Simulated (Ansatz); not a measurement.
One change: `CN(C)[Si]F` becomes `CN(C)[Si]Cl`.

Ansatz, PBE0-D4/def2-TZVP geometries, multiplicity 1. Each molecule was computed in one conformer, which needn't be the lowest.

```
                                          property  `CN(C)[Si]F`
              HOMO–LUMO gap (PBE0/def2-TZVPP) / eV          5.95
             LUMO energy (ωB97M-V/def2-TZVPP) / eV          0.86
size of the dipole moment (ωB97M-V/def2-TZVPP) / D          2.39
               LUMO energy (B3LYP/def2-TZVPP) / eV         -1.26
             HOMO energy (ωB97M-V/def2-TZVPP) / eV         -9.19
           HOMO–LUMO gap (ωB97M-V/def2-TZVPP) / eV         10.05
```

(1) What does the change do to each property? (Estimate.)

Answers

(1) Ansatz gave: 
| property | `CN(C)[Si]Cl` | shift |
| --- | --- | --- |
| HOMO–LUMO gap (PBE0/def2-TZVPP) / eV | 5.50 | -0.45 |
| LUMO energy (ωB97M-V/def2-TZVPP) / eV | 0.48 | -0.38 |
| size of the dipole moment (ωB97M-V/def2-TZVPP) / D | 2.91 | 0.52 |
| LUMO energy (B3LYP/def2-TZVPP) / eV | -1.62 | -0.36 |
| HOMO energy (ωB97M-V/def2-TZVPP) / eV | -9.06 | 0.13 |
| HOMO–LUMO gap (ωB97M-V/def2-TZVPP) / eV | 9.55 | -0.50 |

With PBE0 the HOMO rises by 0.07 eV and the LUMO falls by 0.38 eV, so the gap narrows by about 0.45 eV. PBE moves the HOMO by 0.02 eV and ωB97M-V by 0.13 eV. Dipoles are sizes alone; their direction can turn.

B3LYP here is the variant with VWN-RPA as its local correlation; programs differ in this.
